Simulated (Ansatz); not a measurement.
One geometry of the cluster SnSe₂, several levels of theory.

```yaml
crystal:
  periodic: [false, false, false]
  atoms:
    - {symbol: Sn, position_ang: [0.467443, 1.281559, -0.615575]}
    - {symbol: Se, position_ang: [0.140244, -0.247470, 1.410601]}
    - {symbol: Se, position_ang: [-0.607687, -1.034089, -0.795036]}
basis:
  gaussian: {orbitals: def2-TZVP, initial_orbitals: start.molden}
magnetization: {spin_polarized: true, initial_magnetization: 0}
hamiltonian: {xc: r2scan, dispersion: d4}
scf: {omitted_lower_state_checks: [starts]}
output: {orbitals: {seedname: orbitals}}
```

The file start.molden holds the orbitals of an earlier run on this structure, at another level or in another basis.

```sh
$ ansatz run in.yaml --threads 4 --pin off --events-out ev --progress --plain --max-ram 3916MiB
```

Output, abridged:

```
Functional definition: r2SCAN
1162 factors; their error is unknown
mean field evaluation 1: about -136534.5820 eV, gradient 6.4e0 eV
mean field evaluation 2: about -136534.6369 eV, gradient 8.3e-2 eV
mean field evaluation 4: about -136534.5774 eV, gradient 3.3e-4 eV
mean field evaluation 8: about -136534.5774 eV, gradient 1.8e-5 eV
mean field -136534.57736670 eV, -5017.5531717659 hartree, gradient 1.8e-5 eV, S^2 0.000000; 0 other end points of the search recorded, 0 dependent functions left out
reference -136534.57738049 eV, -5017.5531722727 hartree; 45, 45 occupied and 101, 101 virtual orbitals, 1162 factors
Total energy: -136534.60253857 eV, -5017.5540968148 hartree
Checks for a lower state left out: starts
```

Hardware: 4 threads of Arm Neoverse V1 on a shared host. Wall time 6 s.

The first input with `hamiltonian: {xc: pbe, dispersion: d4}` (abridged; 2.4 s):

```
Functional definition: PBE
mean field -136513.60267171 eV, -5016.7823659418 hartree, gradient 2.3e-5 eV, S^2 0.000000
Total energy: -136513.74923593 eV, -5016.7877520776 hartree
Checks for a lower state left out: starts
```

First input, but with `hamiltonian: {xc: pbe0, dispersion: d4}` and without the key `scf` (abridged; 7 s):

```
Functional definition: PBE0
mean field evaluation 16: about -136517.7306 eV, gradient 4.6e-2 eV
mean field -136517.73058179 eV, -5016.9340638395 hartree, gradient 1.7e-5 eV, S^2 0.000000; 2 other end points of the search recorded, 0 dependent functions left out
Total energy: -136517.85418058 eV, -5016.9386060114 hartree
```

Geometry: PBE-D4/def2-TZVP, that of the neutral singlet.

In the def2 sets Sn takes a core potential; there is no spin–orbit coupling. The structure comes from a short search, and lower isomers may exist.
